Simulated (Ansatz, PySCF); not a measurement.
Al(NMe2)(OH)(SeH) (C2H8AlNOSe), SMILES [Al]([SeH])([OH])[N](C)C.

Coordinates come from a ωB97X-D3(BJ)/def2-SVP optimisation. Other conformers were not sampled.

Vertical ionisation energy (IE) and electron affinity (EA) in eV. Rows of orbital energies are one-electron estimates. Where ΔSCF, EOM or ADC give a negative EA the extra electron is unbound and the value depends on the basis.

```
level                                                                       IE    EA
------------------------------------------------------------------------  ----  ----
−ε(HOMO), −ε(LUMO), B3LYP/def2-TZVP (PySCF)                               6.20  0.51
ΔSCF, CAM-B3LYP/def2-SVPD (Ansatz), final states of multiplicity 2 and 2   [?]   [?]
```

Problem. Complete the blanks. (The exact figures need the calculation; the answer reports its results.)

Solution. 
- ΔSCF, CAM-B3LYP/def2-SVPD (Ansatz, a program for electronic structure), final states of multiplicity 2 and 2, IE: 8.43
- ΔSCF, CAM-B3LYP/def2-SVPD (Ansatz), final states of multiplicity 2 and 2, EA: -0.57

Problem. What vertical singlet–triplet gap does ΔSCF give with CAM-B3LYP/def2-SVPD (Ansatz)? (Estimate from the structure and the level; the computed values follow.)

Solution. 4.88 eV (triplet above singlet where positive).
